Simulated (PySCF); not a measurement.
# Fine-structure interval of Ag⁴²⁺ by level of theory

Ag⁴²⁺ [He] 2s2 2p1 [2p1/2^1, M_J = 1/2] → Ag⁴²⁺ [He] 2s2 2p1 [2p3/2^1, M_J = 3/2], as a difference of total energies. Computed with PySCF 2.14 in an even-tempered Gaussian basis (17 s from 21 bohr⁻², ratio 2.4; 12 p from 27 bohr⁻², ratio 2.4; 5 d from 90 bohr⁻², ratio 2.6; 4 f from 130 bohr⁻², ratio 2.6), with the two-component X2C-1e Hamiltonian. Correlated levels: nothing frozen; the 32 highest virtual spinors dropped. "Screened" scales the spin-orbit matrix elements by Boettger's factors to mimic the two-electron term; Breit and QED terms are absent.

| method | fine-structure interval (cm⁻¹) |
| --- | --- |
| GHF (screened spin-orbit) | 1609400 |
| GMP2 (screened spin-orbit) | 1602200 |
| GHF (bare spin-orbit) | 1683800 |
